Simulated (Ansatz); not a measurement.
Consider the homolysis of the Cl–Ge bond: `[Cl][GeH]([Cl])[Cl]` → Cl• + `[Cl][GeH][Cl]`•.

Isolated molecules relaxed with PBE0-D4/def2-TZVP in Ansatz; ΔE leaves out vibrations. CBS: MP2 limit from def2 TZ/QZ plus the TZ coupled-cluster correction, frozen cores. This one scheme is used for every species, atoms too. Functionals use def2-TZVPP. B3LYP here is the variant with VWN-RPA as its local correlation; programs differ in this. Open shells (•) are unrestricted, without spin–orbit coupling. Spin–orbit coupling would lower the free atoms: a little for Cl. For Ge outer-core shells are correlated without core-valence functions, so the limit isn't a true one: a few kJ/mol of doubt a bond, and 10 to 20 or more in all where bonds break to atoms. Scalar relativity is left out up to krypton.

`[Cl][GeH]([Cl])[Cl]`:

Z-matrix (Å, degrees):
```
Ge
Cl 1 2.126
Cl 1 2.126 2 108.5
Cl 1 2.126 2 108.5 3 -117.6
H 1 1.525 2 110.4 3 121.2
```

`[Cl][GeH][Cl]`•:

```xyz
4

Cl    0.610    1.654    0.849
Ge    0.358   -0.072   -0.408
Cl   -1.733   -0.263   -0.870
H     0.765   -1.319    0.429
```

Problem. What is ΔE at CCSD(T)/CBS? (Best estimate.)

Solution. Ansatz gave: +98.5 kcal/mol.

Problem. What do these levels give: LDA (SPW92), B3LYP-D4, BLYP, RPA@PBE/def2-TZVPP, MP2/def2-SVP, SCS-MP2/def2-TZVPP? (Estimate.)

Solution. Ansatz gave: LDA (SPW92) 107.7, B3LYP-D4 90.9, BLYP 85.1, RPA@PBE/def2-TZVPP 86.8, MP2/def2-SVP 94.4, SCS-MP2/def2-TZVPP 97.8 kcal/mol.

Largest T1 diagnostic among the species: 0.013.

From r2SCAN to r2SCAN0 (25 % exact exchange), in def2-TZVPP and without D4, ΔE moves by −1.0 kcal/mol: exact exchange takes away binding that semilocal exchange gives to molecules. In def2-TZVPP, CCSD(T) changes the Hartree–Fock value by +24.4 kcal/mol (the triples alone add +2.4 kcal/mol) and MP2 by +30.0 kcal/mol; breaking electron pairs costs correlation energy, which Hartree–Fock lacks. The D4 term adds +2.7 kcal/mol with B3LYP and +1.5 kcal/mol with PBE0; it sums over pairs of atoms, weighted by their polarisabilities, and B3LYP, whose exchange is more repulsive, gets the larger term.
